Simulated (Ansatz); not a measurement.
`[Cl][Zr]([Cl])([Cl])[Br]` + `FC(Cl)(Br)Br` → `[F][Zr]([Cl])([Cl])[Br]` + `ClC(Cl)(Br)Br`  (formal exchange of groups at a Zr–Cl bond)

Calculated with Ansatz (gas phase, PBE0-D4/def2-TZVP geometries, no zero-point term in ΔE). CCSD(T)/CBS is the MP2 limit (def2-TZVPP, def2-QZVPP) plus CCSD(T) − MP2 in def2-TZVPP, frozen cores. DFT in def2-TZVPP. Elements past krypton have def2 core potentials. For Br, Zr outer-core shells are correlated without core-valence functions, which leaves a few kJ/mol of doubt a bond. Scalar relativity is left out up to krypton.

```json
{"level": "RPA@PBE/def2-TZVPP", "ΔE (kJ/mol)": "-3.4"}
{"level": "CCSD/CBS(def2)", "ΔE (kJ/mol)": "-6.4"}
```

(1) What does CCSD(T)/CBS give? (Best estimate.)

Largest T1 diagnostic among the species: 0.015.

Answers

(1) Computed: -7.2 kJ/mol. The listed levels differ from it by 3.8, 0.8 kJ/mol.

Leaving LDA and LC-ωPBE aside and taking each functional with its dispersion term where it has one, the values, not all of them listed here, spread over 15.1 kJ/mol, from revPBE-D4 to r2SCAN0-D4. LDA lies +5.1 kJ/mol from PBE without D4. From PBE to PBE0 (25 % exact exchange), in def2-TZVPP and without D4, ΔE moves by +5.0 kJ/mol. In def2-TZVPP, CCSD(T) changes the Hartree–Fock value by −16.8 kJ/mol (the triples alone add −0.8 kJ/mol) and MP2 by −23.3 kJ/mol.
